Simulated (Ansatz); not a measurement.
Stepwise reaction of `[F][Zr]([F])([Cl])[Cl]` with ammonia, as a gas-phase model of exchange steps in deposition or etching. ΔE in kJ/mol; ΔG adds harmonic PBE0-D4 terms to CCSD(T)/CBS, at 1 bar.

Computed with Ansatz on PBE0-D4/def2-TZVP structures; ΔE is electronic, products minus reactants. CCSD(T)/CBS is the MP2 limit (def2-TZVPP, def2-QZVPP) plus CCSD(T) − MP2 in def2-TZVPP, frozen cores. This one scheme is used for every species. DFT in def2-TZVPP. B3LYP here is the variant with VWN-RPA as its local correlation; programs differ in this. def2 core potentials past Kr. For Zr outer-core shells are correlated without core-valence functions, which leaves a few kJ/mol of doubt a bond. Each species was taken in one conformer, which may not be the lowest.

```
step                                                           reaction  PBE-D4  B3LYP-D4  ωB97M-V  CCSD(T)/CBS  ΔG(500 K)
   1  `[F][Zr]([F])([Cl])[Cl]` + NH₃ → `[NH2][Zr]([F])([Cl])[Cl]` + H–F   107.8     107.4    108.6         99.1       89.3
```

(1) Give the row of step 2, `[NH2][Zr]([F])([Cl])[Cl]` + NH₃ → `[NH2][Zr]([NH2])([Cl])[Cl]` + H–F. (An estimate is asked.)

(2) By hand: ΔE of the 2 steps together at CCSD(T)/CBS.

## Answers

(1) Ansatz gave: 
```json
{"step": "2", "reaction": "`[NH2][Zr]([F])([Cl])[Cl]` + NH₃ → `[NH2][Zr]([NH2])([Cl])[Cl]` + H–F", "PBE-D4": "113.6", "B3LYP-D4": "113.7", "ωB97M-V": "115.3", "CCSD(T)/CBS": "105.0", "ΔG(500 K)": "102.2"}
```

(2) (99.1) + (105.0) = 204.1 kJ/mol, or 102.0 kJ/mol a step.

In ΔE each step is higher than the one before. All are uphill at CCSD(T)/CBS. ΔG lies between 89.3 and 102.2 kJ/mol a step. PBE-D4 differs from CCSD(T)/CBS by 8.6 to 8.7 kJ/mol a step. Isolated molecules leave out the surface, adducts and barriers. Largest T1 diagnostic: 0.017.
